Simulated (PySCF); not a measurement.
Compound: C8H10NP.
SMILES with atom numbers: `[CH3:1][c:2]1[cH:3][cH:4][n:5][c:6]([CH:7]2[CH2:8][CH2:9]2)[p:10]1`

Cartesian coordinates in Å at the GFN2-xTB level; atoms count from 1:
```
atom  x, y, z in Å
C1    -3.4755   -0.8931   -0.2302
C2    -2.0965   -0.3065   -0.1553
C3    -1.9333    1.0638   -0.2745
C4    -0.6945    1.6826   -0.2224
N5     0.4649    1.0757   -0.0583
C6     0.5644   -0.2281    0.0793
C7     1.9211   -0.7798    0.2531
C8     2.9501    0.0216    1.0119
C9     3.0779   -0.1264   -0.4625
P10   -0.7548   -1.3999    0.0765
H11   -3.9163   -0.6975   -1.2079
H12   -3.4484   -1.9694   -0.0700
H13   -4.1222   -0.4412    0.5216
H14   -2.8120    1.6803   -0.4149
H15   -0.6270    2.7598   -0.3228
H16    1.9464   -1.8584    0.3625
H17    3.6331   -0.5131    1.6544
H18    2.6270    0.9777    1.3924
H19    3.8491   -0.7674   -0.8620
H20    2.8412    0.7299   -1.0739
```

NICS is the negative of the GIAO shielding at a point without a nucleus: at the ring centre (0) and 1 Å above and below it (1); zz is the component along the ring normal. Level: GIAO PBE0/pcSseg-1 (PySCF, non-relativistic, gas phase) on the GFN2-xTB geometry, one conformer.

Ring bond lengths (Å), with Mayer bond orders in brackets: C2–C3 1.385 (1.39), C3–C4 1.386 (1.41), C4–N5 1.319 (1.50), N5–C6 1.315 (1.43), C6–P10 1.764 (1.23), P10–C2 1.746 (1.29); C7–C8 1.509 (0.93), C8–C9 1.487 (0.98), C9–C7 1.509 (0.93).

Question: Give the NICS values of each ring in ppm.

Answer: 
```tsv
ring	type	NICS(0)	NICS(1), two faces	NICS(1)zz, two faces	rms pucker (Å)	centre to ring atoms, mean (Å)
C2–C3–C4–N5–C6–P10	6-membered ring with N and P; formal bonds all aromatic	-5.9	-9.8 / -9.8	-22.9 / -23.0	0.00	1.48
C7–C8–C9	3-membered carbocycle; formal bonds all single	-43.1	-6.7 / -8.0	-22.5 / -23.4	0.00	0.87
```

Question: What can be read from them?

Answer: 
- C2–C3–C4–N5–C6–P10: mean NICS(1)zz -23.0 ppm, shielded.
- C7–C8–C9: mean NICS(1)zz -22.9 ppm, shielded. C7, C8, C9 have four or more neighbours; no verdict on aromaticity is drawn. NICS(0) lies 36 ppm below the mean NICS(1).

Question: How equal are the bonds by HOMA? Use HOMA with the parameters of Krygowski (1993).

Answer: 
- C2–C3–C4–N5–C6–P10: HOMA 0.86; the largest term is that of C6–P10, α(R − Ropt)² = 0.53.

Question: At the second NICS(1) probe listed for ring C7–C8–C9, 1 Å off the ring, what do the in-plane components average?

Answer: The isotropic value is a third of the trace: (3 × -8.0 − (-23.4))/2 = -0.3 ppm.

Question: Give the inner angles of the rings and the Hirshfeld charges of the ring atoms.

Answer: 
- C2–C3–C4–N5–C6–P10: C2 122.7° (-0.030 e), C3 122.9° (-0.063 e), C4 125.8° (+0.022 e), N5 122.4° (-0.137 e), C6 127.0° (+0.021 e), P10 99.1° (+0.062 e); sum 720.0° against 720° for a flat convex ring.
- C7–C8–C9: C7 59.1° (-0.057 e), C8 60.5° (-0.085 e), C9 60.5° (-0.085 e); sum 180.0° against 180° for a flat convex ring.

Question: How shielded are the nuclei of the rings and their hydrogens (means over atoms taken as equivalent)?

Answer: 
```tsv
atoms	environment	σ isotropic (ppm)
C2	substituted aromatic carbon	-6.1
C3	aromatic CH carbon	59.8
C4	aromatic CH next to a ring nitrogen	34.1
N5	pyridine-type nitrogen	-73.8
C6	substituted aromatic carbon	-24.0
C7	benzylic-type carbon	160.1
C8 (×2)	three-membered-ring carbon	169.5
P10	phosphorus bonded to 2 C	119.5
H14	aromatic hydrogen	24.36
H15	aromatic hydrogen	22.87
H16	methine hydrogen	29.13
H17 (×2)	methylene hydrogen	30.63
H18 (×2)	methylene hydrogen	30.31
```

Cost: about 2.3 min of CPU time on one thread; the machine was shared, so the figure is rough. This is the whole shielding run at PBE0/pcSseg-1, SCF included.
